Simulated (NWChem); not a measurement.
# CH6O3Si; SMILES C[Si](O)(O)O

```xyz
11

C      0.0000     1.9774     0.0043
Si     0.0008     0.1300     0.0003
O     -0.6900    -0.4468    -1.3983
O     -0.8629    -0.4547     1.2958
O      1.5565    -0.4493     0.1000
H     -0.9945     2.3664    -0.2609
H      0.2667     2.3636     0.9996
H      0.7278     2.3678    -0.7228
H     -0.1425    -1.0667    -1.8887
H     -1.5660    -1.0681     1.0635
H      1.7057    -1.0723     0.8171
```
Atoms are numbered in this order, from 1.

This is a stationary point of PBE0/def2-SVP (NWChem), point group C3. 

Question: Is it a minimum? If not, what does it relax to?

Answer: No. It has an imaginary frequency of 42i cm⁻¹. Following that mode (on a finer grid) lowers the energy by 0.4 kcal/mol and ends, with real frequencies alone, at point group C1:
```xyz
11

C     -0.0596     1.7834    -0.0247
Si     0.0253    -0.0666    -0.0519
O     -0.5491    -0.5221    -1.5377
O     -0.8218    -0.7711     1.1983
O      1.5628    -0.6500     0.1523
H     -1.0739     2.1400    -0.2621
H      0.2248     2.1786     0.9619
H      0.6251     2.2066    -0.7752
H     -0.3619    -1.4310    -1.7913
H     -1.7568    -0.5607     1.2664
H      1.6945    -1.1455     0.9659
```
